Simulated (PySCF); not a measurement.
C₃H₇AlO₂, SMILES [CH3][Al]1[O]CC[O]1.

Geometry optimised at PBE0-D3(BJ)/def2-SVP. The geometry has at least one imaginary mode, so it is a saddle point at that level. Other conformers were not sampled.

Level of theory: PySCF 2.14.0 with PBE0-D3(BJ)/def2-SVP.

Frequencies are harmonic and unscaled.

Computed harmonic wavenumbers and intensities:
```tsv
mode	ν (cm⁻¹)	IR (km/mol)	moving atoms (share of kinetic energy)
1	154i	0.0	H 48 %, C 27 %, O 25 %
2	16i	0.0	H 96 %
3	114	0.1	C 35 %, H 29 %, Al 21 %, O 16 %
4	146	1.4	C 33 %, H 27 %, Al 22 %, O 18 %
5	267	48.7	O 44 %, Al 39 %, H 14 %
6	387	27.6	C 41 %, O 36 %, Al 15 %, H 8 %
7	614	16.5	O 47 %, C 35 %, H 11 %
8	665	0.0	C 45 %, O 31 %, H 18 %
9	671	62.9	H 75 %, C 18 %
10	671	7.0	H 60 %, C 25 %, O 12 %
11	822	179.6	O 45 %, Al 37 %, H 13 %
12	831	0.5	H 86 %, C 12 %
13	857	68.6	Al 45 %, O 26 %, C 22 %
14	908	47.7	C 60 %, H 24 %, O 12 %
15	1140	0.2	C 54 %, O 40 %
16	1145	0.0	H 54 %, C 43 %
17	1148	352.2	C 54 %, O 43 %
18	1218	43.3	H 78 %, C 21 %
19	1243	0.0	H 97 %
20	1270	0.0	H 90 %
21	1369	3.7	H 77 %, C 19 %
22	1378	5.4	H 78 %, C 18 %
23	1420	2.4	H 96 %
24	1422	3.3	H 95 %
25	1496	0.2	H 92 %
26	1507	3.0	H 93 %
27	3019	40.3	H 95 %
28	3032	133.5	H 95 %
29	3057	0.0	H 90 %, C 10 %
30	3059	0.3	H 97 %
31	3082	81.1	H 90 %, C 10 %
32	3159	0.5	H 91 %, C 9 %
33	3172	0.5	H 91 %, C 9 %
```
